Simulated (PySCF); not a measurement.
1,1-dibromo-1-chloroethane (C₂H₃Br₂Cl), SMILES BrC(Br)(Cl)C. Geometry: B3LYP-D3(BJ)/def2-SVP.

Computed equilibrium geometry at B3LYP-D3(BJ)/def2-SVP (PySCF confirms it by a frequency run) as a Z-matrix, and its point group:
point group Cs.
```
C
C 1 1.5153
H 2 1.0984 1 110.01
H 2 1.0995 3 109.43 1 120.13
H 2 1.0995 3 109.43 4 119.73
Cl 1 1.7884 2 110.29 3 180.00
Br 1 1.9716 2 109.75 3 59.76
Br 1 1.9716 2 109.75 3 -59.76
```
Charge 0, spin multiplicity 1.
